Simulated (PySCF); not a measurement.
Compound: C3H10ClPSi.
Numbering: `[CH3:1][CH2:2][Si@H:3]([PH2:4])[CH2:5][Cl:6]` (hydrogens: H7, H8, H9 on C1; H10, H11 on C2; H12 on Si3; H13, H14 on P4; H15, H16 on C5)

Structure used (PBE0-D3(BJ)/def2-SVP), in Å, numbered top down from 1:
```
atom  x, y, z in Å
C1    -2.3139    0.6323    0.4066
C2    -1.3383    0.7670   -0.7587
Si3    0.4490    1.0314   -0.2332
P4     1.1822   -0.8137    0.8764
C5     0.5425    2.4616    1.0102
Cl6   -0.2672    3.9082    0.3222
H7    -2.3458    1.5573    1.0034
H8    -3.3389    0.4373    0.0550
H9    -2.0351   -0.1920    1.0826
H10   -1.6132    1.6243   -1.3968
H11   -1.3743   -0.1224   -1.4119
H12    1.3085    1.3693   -1.4091
H13    2.5547   -0.4159    0.8428
H14    1.2866   -1.5939   -0.3167
H15    0.0322    2.2093    1.9514
H16    1.5788    2.7399    1.2505
```

Computed at PBE0/pcSseg-1 (PySCF, non-relativistic), with Q(35Cl) = −0.0817 b: Cl6, 35Cl (I = 3/2): χzz = -77.99 MHz, η = 0.013.

(1) Find the zero-field quadrupole resonance frequencies of 35Cl at Cl6.

(2) Apply the simplest Townes–Dailey estimate (no s hybridisation, no π bonding), ionic character = 1 − χzz/χ0, where χ0 is the coupling for one missing p electron along the bond: −109.74 MHz for 35Cl.

Answers

(1) From ν = (|χ|/2)√(1 + η²/3): ν = 39.00 MHz (alkyl chlorine). For 37Cl the ratio of quadrupole moments, 0.7881, gives 30.73 MHz.

(2) Cl6 on C5: 1 − (-77.99)/(-109.74) = 0.29. In this model a purely covalent bond gives χ0 and a free halide ion gives zero; s hybridisation or π bonding, where present, is counted here as ionic character.

In a crystal, neighbours and librations shift these lines. The structure is a single PBE0-D3(BJ)/def2-SVP conformer in the gas phase; no vibrational or solvent corrections. These gradients aren't converged with respect to the basis.
